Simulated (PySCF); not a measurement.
C₆H₇F₂ (doublet state).
Geometry (GFN2-xTB, Å), atoms numbered from 1 in this order:
```xyz
15
C6H7F2 angstrom
C     -1.546   -1.108   -0.217
C     -1.758    0.352   -0.231
C     -0.556    1.174   -0.614
C      0.716    0.906   -0.310
C      1.148   -0.254    0.429
C      2.405   -0.487    0.774
F      2.817   -1.552    1.458
F      3.449    0.293    0.502
H     -1.120   -1.587   -1.078
H     -1.997   -1.722    0.539
H     -2.112    0.689    0.750
H     -2.555    0.602   -0.950
H     -0.774    2.082   -1.159
H      1.492    1.593   -0.618
H      0.385   -0.974    0.704
```

The hyperfine couplings belong to this conformer and change with its torsions.

Identity: `[CH2]C/C=C\C=C(F)F` [radical].

Method: PySCF 2.14.0, UKS B3LYP, pcH-1 on C F H, non-relativistic, mean-field spin-orbit, GIAO. One conformer (not necessarily the lowest) at the GFN2-xTB geometry, without solvent, vibrations or thermal averaging. Couplings are sensitive to structure, and on GFN2-xTB geometries they can be far from those on DFT ones. No stability test was run, so a lower SCF solution isn't excluded.

(1) Match the computed a_iso(13C) values +102.5, +38.9, -32.8, +32.1, +7.0, -2.4 MHz with the sites C1; C2; C3; C4; C5; C6.

(2) Match the computed a_iso(1H) values +81.4, -60.8, -7.2, +5.7, -1.1 MHz (means over equivalent nuclei) with the sites H9/H10; H11/H12; H13; H14; H15.

Answers

(1) 
| site | a_iso (MHz) | ρ(0) (bohr⁻³) | position | distance from C1 (Å) | spin population | largest \|T\| (MHz) |
| --- | --- | --- | --- | --- | --- | --- |
| C1 | +102.5 | +0.0912 | largest spin population | 0.00 | +1.05 | 161.8 |
| C2 | -32.8 | -0.0291 | 1 bond from C1 | 1.48 | -0.08 | 2.4 |
| C3 | +32.1 | +0.0285 | 2 bonds from C1 | 2.52 | +0.03 | 5.9 |
| C4 | -2.4 | -0.0021 | 3 bonds from C1 | 3.03 | 0.00 | 1.2 |
| C5 | +38.9 | +0.0346 | 4 bonds from C1 | 2.90 | +0.03 | 8.2 |
| C6 | +7.0 | +0.0062 | 5 bonds from C1 | 4.12 | 0.00 | 1.9 |

(2) 
| site | a_iso (MHz) | ρ(0) (bohr⁻³) | position | distance from C1 (Å) | bound to | spin population there | largest \|T\| (MHz) |
| --- | --- | --- | --- | --- | --- | --- | --- |
| H9/H10 | -60.8 | -0.0136 | α, 1 bond from C1 | 1.07 | C1 | +1.05 | 39.6 |
| H11/H12 | +81.4 | +0.0182 | β, 2 bonds from C1 | 2.12 | C2 | -0.08 | 9.0 |
| H13 | -1.1 | -0.0002 | γ, 3 bonds from C1 | 3.41 | C3 | +0.03 | 4.4 |
| H14 | +5.7 | +0.0013 | 4 bonds from C1 | 4.09 | C4 | 0.00 | 2.6 |
| H15 | -7.2 | -0.0016 | 5 bonds from C1 | 2.14 | C5 | +0.03 | 26.0 |

ρ(0) is the spin density at the nucleus and T the dipolar tensor; entries for several nuclei are means. The Mulliken spin populations are largest on C1 (+1.05), C2 (-0.08) and H12 (+0.06). C1 is the only atom above +0.15. The positive populations add up to 1.18 and the negative ones to -0.18, together 2S = 1. The angles at C1 add up to 358.7°, so it is planar; its axial dipolar tensor and the negative couplings of its protons fit spin in a p orbital normal to that plane.

Examples of negative spin density at the nucleus (bohr⁻³): C2 (-0.0291), H9/H10 (-0.0136) and C4 (-0.0021).

Nuclei that the bonding pattern makes equivalent are averaged, as if the motion that swaps them (rotation, inversion, ring flip) were fast. The 1H value of +81.4 MHz is a mean of couplings from 12.1 to 150.7 MHz in this one geometry, not an average over conformers.
